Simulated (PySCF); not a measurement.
Computed shifts of a molecule C5H5Cl, PBE/pcSseg-1 (PySCF), GIAO, gas phase, atoms alike by connectivity averaged where their shifts nearly agree, in ppm (number of nuclei): ¹³C: 85.1 (1), 73.9 (1), 44.1 (1), 23.5 (1), 14.8 (1). ¹H: 3.13 (1), 1.96 (1), 1.85 (1), 1.42 (1), 0.94 (1). References: ¹³C against TMS (σ = 182.0 ppm); ³⁵Cl against HCl (σ = 936.5 ppm); ¹H against TMS (σ = 31.49 ppm), references at their B3LYP-D3(BJ)/def2-TZVP geometries, non-relativistic (without spin–orbit terms, shifts of atoms bonded to Cl or Br come out too high). The structure is a stationary point at PBE0-D3(BJ)/def2-SVP. Other conformers were not sampled.

Problem. Which molecule gave these data?
A) ClC1=CCC=C1
B) C=C=C(Cl)C=C
C) C#C[C@H]1C[C@H]1Cl
D) C=CC=C=CCl

Solution. C, C#C[C@H]1C[C@H]1Cl
